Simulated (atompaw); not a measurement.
**An all-electron radial function and its pseudo partner (nitrogen (N))**

Columns: radius, all-electron u(r) and pseudo u(r) of the 2s shell (level -21.74 eV) of nitrogen in the configuration [He] 2s2 2p2.75; PBE, scalar-relativistic, PAW (atompaw) scheme, atompaw 4.2.0.5.

```
r (bohr)  all-electron  pseudo
   0.098       -0.3855  0.0964
   0.196       -0.3037  0.1910
   0.294       -0.0659  0.2817
   0.392        0.1954  0.3669
   0.490        0.4264  0.4450
   0.588        0.6100  0.5146
   0.687        0.7452  0.5752
   0.785        0.8333  0.6248
   0.883        0.8831  0.6635
   0.981        0.9021  0.6911
   1.079        0.8976  0.7077
   1.177        0.8759  0.7137
   1.275        0.8419  0.7099
   1.373        0.7998  0.6971
   1.471        0.7527  0.6764
   1.569        0.7029  0.6491
   1.667        0.6524  0.6165
   1.765        0.6024  0.5800
   1.863        0.5537  0.5409
   1.962        0.5067  0.5002
   2.060        0.4625  0.4598
   2.158        0.4211  0.4202
   2.256        0.3825  0.3823
   2.354        0.3467  0.3468
   2.452        0.3138  0.3138
   2.550        0.2835  0.2835
```

Task: How many radial nodes do the two functions have?

Result: The all-electron 2s function has n − l − 1 = 1; the pseudo-wave has 0, since the states of the same l below it are removed with the core.

Task: Is the pseudo-wave norm-conserving?

Result: No, it belongs to a PAW set: the norm inside the radius is not constrained, and the difference is carried by the augmentation charge.
